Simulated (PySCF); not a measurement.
The same groups moved round the core (styrene methoxy). Gas-phase values, no solvent. One relaxed conformer stands for each flexible species; it need not be the lowest. Strings in code marks are SMILES.

These are PBE-D3(BJ)/def2-TZVP // B3LYP-D3(BJ)/def2-SVP run with PySCF 2.14.0 values and carry that method's errors. All candidates: neutral, multiplicity 1. Delta-SCF ions had no search for a lower state. Excitations are Tamm–Dancoff values on a coarser integration grid. The basis has no diffuse functions, so Rydberg states are missing or too high.

```json
{
 "LUMO": "-1.68 eV",
 "vertical ionisation energy (Delta-SCF)": "7.48 eV",
 "T1 excitation (TDA)": "2.97 eV"
}
```

### Question
Name which member has these values.
A. `C=Cc1ccc(OC)cc1` (C–C–C–C torsion -1°, C–C–O–C torsion -180°)
B. `C=C(OC)c1ccccc1` (C–C–O–C torsion 2°, O–C–C–C torsion 19°)
C. `C=Cc1ccccc1OC` (C–C–C–C torsion 10°, C–C–O–C torsion -179°)

### Answer
A, `C=Cc1ccc(OC)cc1` (C–C–C–C torsion -1°, C–C–O–C torsion -180°). The others give `C=Cc1ccccc1OC` (C–C–C–C torsion 10°, C–C–O–C torsion -179°): -1.88 eV, 7.61 eV, 2.91 eV; `C=C(OC)c1ccccc1` (C–C–O–C torsion 2°, O–C–C–C torsion 19°): -1.70 eV, 7.82 eV, 3.17 eV…
